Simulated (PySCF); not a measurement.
FS, multiplicity 2. Atoms are numbered in the order given.

```xyz
2

S      0.0000     0.0000    -0.5742
F      0.0000     0.0000     1.0207
```
Charge 0, spin multiplicity 2.

Geometry optimised at PBE0-D3(BJ)/def2-TZVPD.

All values below come from r2SCAN/def2-TZVPD (PySCF).

Mulliken values depend strongly on the basis, most of all with diffuse functions as here. ESP charges are fitted to the potential on shells at 1.4 to 2.0 van der Waals radii. Atomic charges (e):

```tsv
atom	Mulliken	ESP fit	meta-Löwdin	Mulliken spin
S1	0.10	0.06	0.33	0.93
F2	-0.10	-0.06	-0.33	0.07
```
